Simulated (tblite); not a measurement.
Run record: tight-binding relaxation, `C[Se][SiH2]C1CN(C)C1`.

Computed with GFN2-xTB geometry optimisation, gas phase (tblite 0.8.0). Start geometry: from a force field or distance geometry. The input is one job of a driver script: a line of settings, then coordinates in Å.

Command:
```bash
OMP_NUM_THREADS=1 python probes_run.py task.json out
```

Input:
```
{"job": {"kind": "relax", "xc": "GFN2-xTB", "basis": "xTB"}, "charge": 0, "multiplicity": 1}
C      4.279300     0.467300     0.479700
Se     2.396900     0.816200     0.917400
Si     1.172900    -0.483500    -0.461800
C     -0.653600    -0.294500    -0.263400
C     -1.237800    -0.605200     1.100100
N     -2.233100     0.432500     0.804600
C     -3.217500    -0.121300    -0.116100
C     -1.193100     1.078400    -0.006000
H      4.293000    -0.544700     0.004900
H      4.893800     0.386600     1.390800
H      4.657700     1.165900    -0.274600
H      1.565700    -0.116200    -1.839800
H      1.625500    -1.870400    -0.264900
H     -1.217500    -0.845600    -1.045900
H     -0.629400    -0.346700     1.975300
H     -1.793700    -1.565200     1.195800
H     -4.252800     0.024300     0.261200
H     -3.095600     0.339900    -1.121400
H     -3.085800    -1.207500    -0.250100
H     -0.562900     1.775700     0.558300
H     -1.720700     1.531000    -0.890000
```

Estimate the output.

```
step      E/eV     max force
  0    -683.40064    2.474
  1    -683.67059    1.314
  2    -683.80736    0.841
  3    -683.91767    0.635
  4    -683.97402    0.537
  5    -684.01517    0.373
  6    -684.04770    0.363
  7    -684.07757    0.387
  8    -684.10418    0.421
  9    -684.12852    0.301
... (166 lines left out)
176    -684.69811    0.021
177    -684.69819    0.021
178    -684.69826    0.024
179    -684.69832    0.019
180    -684.69837    0.015
181    -684.69842    0.013
182    -684.69846    0.014
183    -684.69850    0.015
184    -684.69852    0.010
185    -684.69854    0.009
```

«max force» is the largest atomic force in eV/Å.

From which step on does the largest force stay under 0.1 eV/Å, and how much energy is left to gain from there?

From step 129 (0.090 eV/Å), 9.9 meV above the end.

Summary of the converged run: energy lowered by 29.9 kcal/mol over 185 steps; largest atomic force 0.009 eV/Å at the end.

Hardware: an Arm Neoverse N1 with one thread (shared host). Cost: 3.0 s wall.
Labels such as C1 count atoms from 1, the log's own numbers from 0.
